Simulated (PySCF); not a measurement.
# Spin–spin coupling constants

Cartesian coordinates in Å; atom numbers follow the order of the lines, from 1:
```xyz
15

C     2.385    0.531    0.167
B     1.322   -0.537   -0.258
N    -0.084   -0.293   -0.131
C    -1.084   -1.202   -0.456
C    -2.301   -0.644   -0.188
C    -2.056    0.673    0.327
C    -0.702    0.855    0.349
H     3.408    0.256   -0.122
H     2.370    0.644    1.266
H     2.162    1.529   -0.246
H     1.618   -1.626   -0.695
H    -0.820   -2.179   -0.855
H    -3.270   -1.114   -0.340
H    -2.804    1.398    0.643
H    -0.113    1.711    0.668
```

Method: B3LYP/pcJ-1 (spin–dipole term only in couplings to heteroatoms)//PBE0-D3(BJ)/def2-SVP, PySCF 2.14; isolated molecule, single conformer, non-relativistic. Couplings are averaged over pairs made equivalent by symmetry, fast rotation or ring inversion, so a value needn't be that of the named pair in this geometry, while other rotamers aren't included; one pair stands for each set, and the list holds a selection of those of at least 0.8 Hz over up to four bonds.

Isotopes: ¹³C, ¹H, ¹¹B, ¹⁵N.

| pair | bonds | J (Hz) |
| --- | --- | --- |
| C1, B2 | 1 | 58.5 |
| C1, H8 | 1 | 125.1 |
| B2, N3 | 1 | ? |
| B2, H11 | 1 | 141.3 |
| N3, C4 | 1 | ? |
| C4, C5 | 1 | 74.7 |
| C4, H12 | 1 | 196.6 |
| C5, C6 | 1 | ? |
| C5, H13 | 1 | ? |
| C1, N3 | 2 | -1.0 |
| N3, C5 | 2 | -3.2 |
| C4, H13 | 2 | ? |
| C5, H12 | 2 | ? |
| C5, H14 | 2 | 5.1 |
| H8, H9 | 2 | -16.4 |
| B2, H12 | 3 | ? |
| N3, H8 | 3 | -2.0 |
| N3, H13 | 3 | -4.8 |
| C4, H11 | 3 | 5.7 |
| C4, H14 | 3 | 7.5 |
| C4, H15 | 3 | 6.0 |
| C5, H15 | 3 | 8.5 |
| H8, H11 | 3 | 4.1 |
| H12, H13 | 3 | 3.7 |
| H12, H14 | 4 | 1.1 |
| H12, H15 | 4 | ? |

Estimate the withheld couplings, with signs.

## Answers


- ¹J(B2,N3) = -25.2 Hz (bond length 1.433 Å)
- ¹J(N3,C4) = -11.4 Hz (bond length 1.391 Å)
- ¹J(C5,C6) = 55.4 Hz (bond length 1.436 Å)
- ¹J(C5,H13) = 179.7 Hz (bond length 1.088 Å, sp2 carbon)
- ²J(C4,H13) = 8.6 Hz (angle at C5 126°)
- ²J(C5,H12) = 8.6 Hz (angle at C4 131°)
- ³J(B2,H12) = 2.1 Hz (dihedral angle 1°)
- ⁴J(H12,H15) = 2.1 Hz
